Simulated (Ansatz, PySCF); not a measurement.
Breaking a bond: SMILES [BeH2] (H2Be), singlet. The Be1–H3 bond (Be1 also carries H; H3 carries nothing else) is stretched with both fragments frozen at the PBE0/def2-TZVP optimised geometry.

Methods: UHF/aug-cc-pVTZ (Ansatz, a quantum-chemistry and plane-wave program); RHF/aug-cc-pVTZ (Ansatz); UKS-PBE = unrestricted PBE/aug-cc-pVTZ run with Ansatz; RKS-PBE = restricted PBE/aug-cc-pVTZ (Ansatz); UKS-PBE0 = unrestricted PBE0/aug-cc-pVTZ run with Ansatz; RKS-PBE0 = Ansatz with restricted PBE0/aug-cc-pVTZ; UKS-B3LYP/6-31G* = unrestricted B3LYP/6-31G*, spherical d (PySCF); RKS-B3LYP/6-31G* = restricted B3LYP/6-31G*, spherical d (PySCF); UKS-B3LYP/LANL2DZ = unrestricted B3LYP/LANL2DZ run with PySCF; RKS-B3LYP/LANL2DZ = restricted B3LYP/LANL2DZ run with PySCF; UKS-LDA (SVWN5)/6-31G* = PySCF with unrestricted LDA (SVWN5)/6-31G*, spherical d; RKS-LDA (SVWN5)/6-31G* = restricted LDA (SVWN5)/6-31G*, spherical d (PySCF).

Scanned distances (Å): 0.99, 1.07, 1.12, 1.20, 1.27, 1.31, 1.34, 1.37, 1.42, 1.49, 1.54, 1.65, 1.80, 1.98, 2.23, 2.38, 2.67, 2.95, 3.24, 3.59, 4.05, 4.71.

Task: Where does the unrestricted solution first break spin symmetry (<S²> of 0.01 or more)?

Result: UHF: between 1.98 and 2.23 Å; UKS-PBE: between 2.38 and 2.67 Å; UKS-PBE0: between 2.38 and 2.67 Å; UKS-B3LYP/6-31G*: between 2.38 and 2.67 Å; UKS-B3LYP/LANL2DZ: between 2.38 and 2.67 Å; UKS-LDA (SVWN5)/6-31G*: between 2.67 and 2.95 Å.

```tsv
R / Å	<S²> UHF	E(RHF) − E(UHF) / kJ/mol	<S²> UKS-PBE	E(RKS-PBE) − E(UKS-PBE) / kJ/mol	<S²> UKS-PBE0	E(RKS-PBE0) − E(UKS-PBE0) / kJ/mol	<S²> UKS-B3LYP/6-31G*	E(RKS-B3LYP/6-31G*) − E(UKS-B3LYP/6-31G*) / kJ/mol	<S²> UKS-B3LYP/LANL2DZ	E(RKS-B3LYP/LANL2DZ) − E(UKS-B3LYP/LANL2DZ) / kJ/mol	<S²> UKS-LDA (SVWN5)/6-31G*	E(RKS-LDA (SVWN5)/6-31G*) − E(UKS-LDA (SVWN5)/6-31G*) / kJ/mol
0.99	0.00	0.0	0.00	0.0	0.00	0.0	0.00	0.0	0.00	0.0	0.00	0.0
1.07	0.00	0.0	0.00	0.0	0.00	0.0	0.00	0.0	0.00	0.0	0.00	0.0
1.12	0.00	0.0	0.00	0.0	0.00	0.0	0.00	0.0	0.00	0.0	0.00	0.0
1.20	0.00	0.0	0.00	0.0	0.00	0.0	0.00	0.0	0.00	0.0	0.00	0.0
1.27	0.00	0.0	0.00	0.0	0.00	0.0	0.00	0.0	0.00	0.0	0.00	0.0
1.31	0.00	0.0	0.00	0.0	0.00	0.0	0.00	0.0	0.00	0.0	0.00	0.0
1.34	0.00	0.0	0.00	0.0	0.00	0.0	0.00	0.0	0.00	0.0	0.00	0.0
1.37	0.00	0.0	0.00	0.0	0.00	0.0	0.00	0.0	0.00	0.0	0.00	0.0
1.42	0.00	0.0	0.00	0.0	0.00	0.0	0.00	0.0	0.00	0.0	0.00	0.0
1.49	0.00	0.0	0.00	0.0	0.00	0.0	0.00	0.0	0.00	0.0	0.00	0.0
1.54	0.00	0.0	0.00	0.0	0.00	0.0	0.00	0.0	0.00	0.0	0.00	0.0
1.65	0.00	0.0	0.00	0.0	0.00	0.0	0.00	0.0	0.00	0.0	0.00	0.0
1.80	0.00	0.0	0.00	0.0	0.00	0.0	0.00	0.0	0.00	0.0	0.00	0.0
1.98	0.00	0.0	0.00	0.0	0.00	0.0	0.00	0.0	0.00	0.0	0.00	0.0
2.23	0.27	5.8	0.00	0.0	0.00	0.0	0.00	0.0	0.00	0.0	0.00	0.0
2.38	0.49	22.5	0.00	0.0	0.00	0.0	0.00	0.0	0.00	0.0	0.00	0.0
2.67	0.74	70.5	0.08	0.2	0.35	6.6	0.30	5.6	0.28	4.6	0.00	0.0
2.95	0.87	122.6	0.50	11.1	0.65	29.2	0.60	25.9	0.59	24.1	0.34	4.6
3.24	0.94	174.6	0.74	30.7	0.83	58.6	0.78	52.7	0.78	50.8	0.62	20.4
3.59	0.97	230.4	0.90	56.0	0.94	93.7	0.90	84.9	0.90	83.4	0.81	43.2
4.05	0.99	290.5	0.98	84.7	0.98	132.2	0.97	120.9	0.97	120.1	0.93	70.3
4.71	1.00	353.8	1.00	111.5	1.00	169.6	1.00	156.5	1.00	157.0	0.99	97.7
```
